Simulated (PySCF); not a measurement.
**How methods differ on the ionisation energy of Ag**

Ag [Kr] 4d10 5s1 (2S) → Ag⁺ [Kr] 4d10 (1S), as a difference of total energies. All numbers are calculated (PySCF 2.14, scalar relativity through the core potential, in def2-QZVPPD with the def2 core potential (28 electrons)). Correlated levels: valence and next inner shell: nothing frozen outside the core potential. The calculations carry no spin-orbit coupling.

```json
{"method": "UHF", "ionisation energy (eV)": "6.359"}
{"method": "MP2 (valence and next inner shell)", "ionisation energy (eV)": "7.596"}
{"method": "SCS-MP2 (valence and next inner shell)", "ionisation energy (eV)": "7.392"}
{"method": "CCSD (valence and next inner shell)", "ionisation energy (eV)": "7.399"}
{"method": "CCSD(T) (valence and next inner shell)", "ionisation energy (eV)": "7.529"}
```

Problem. How much does correlation contribute at CCSD(T) (valence and next inner shell)?

Solution. 7.529 − (6.359) = 1.170 eV, measured against UHF.

Errors of the correlated levels include the incompleteness of this basis.

For comparison: 7.576 eV (measured; NIST Atomic Spectra Database, ionization energies).
